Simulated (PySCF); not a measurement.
NMR data simulated for an unnamed compound:

1H NMR (400 MHz, computed): δ 9.09 (s, 1H), 9.08 (s, 1H), 3.18 (s, 1H).

13C{1H} NMR (computed): δ 156.6 (CH), 155.0 (CH), 143.7 (C), 135.6 (C), 120.9 (C), 94.7 (CH), 84.2 (C).

- NMR shieldings at PBE0/pcSseg-1/GIAO
- geometry: GFN2-xTB
- code: PySCF 2.14
- gas phase, a single conformation, non-relativistic Hamiltonian

δ = σ(ref) − σ, references computed at the same level: TMS for 1H (σref 31.72), 13C (σref 186.93).

Which of these does the molecule contain: a C≡C triple bond, a heteroaromatic ring, a CF3 group, a Si–CH3 group, a nitrile, a carboxylic acid?

Results:


- A C≡C triple bond: yes (δC 94.7, 84.2; δH 3.18 (s)).
- A heteroaromatic ring: yes.
- A CF3 group: no.
- A Si–CH3 group: no.
- A nitrile: yes (δC 120.9).
- A carboxylic acid: no.

The data belong to `C#Cc1cncc(C#N)n1`, C₇H₃N₃; they needn't prove each group on their own.

Carbon signals by region: 5 in the sp2 and nitrile region (100–160 ppm), 2 at 50–100 ppm.

Shifts are as computed. Against solution values, carbons near 30 ppm lie about +3 ppm off and those near 130 ppm about +5 ppm. Of 1211 compounds with measured shifts, 218 miss one by over three times the rms of a fit or turn the order of signals round; such compounds aren't used in these exercises. Multiplicities follow the n + 1 count of equivalent neighbours, as no J values were calculated; m marks all less simple cases, F and P coupling included.
